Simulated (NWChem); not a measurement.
**Correlation energy of H$_{5}$Si$_{2}$**

```xyz
7

Si    -0.1303    -1.2092     0.0000
Si     0.0537     1.1242     0.0000
H      0.4203    -1.8769     1.2344
H      0.4203    -1.8769    -1.2344
H     -0.6275     1.6730    -1.2247
H     -0.6275     1.6730     1.2247
H      1.4869     1.5980     0.0000
```
Charge 0, spin multiplicity 2.

Program: NWChem. All single points use one geometry, from UPBE/def2-SVP, a minimum by its harmonic frequencies.

Basis set: 6-31G*. Each correlation energy counts from its own Hartree-Fock reference.

The correlated methods keep 10 core orbitals frozen. The Pople sets run with spherical d functions. The structure started from a generated list of species. The unpaired electrons of the parent sit in orbitals of symmetry a' (Cs labels of the run); other states weren't searched. The stability of the SCF solutions was not checked. Open-shell Hartree-Fock references start from PBE0 orbitals. No row is a measurement; the coupled-cluster row has its own basis-set and correlation limits.

Task: Order these methods by the correlation energy they give, lowest first: SCS-UMP2, CCSD[T] on ROHF, CCSD[T] on UHF, CCSD on ROHF.

Result: CCSD[T] on ROHF (-194.1 mHa), CCSD[T] on UHF (-192.1 mHa), CCSD on ROHF (-189.0 mHa), SCS-UMP2 (-155.5 mHa)
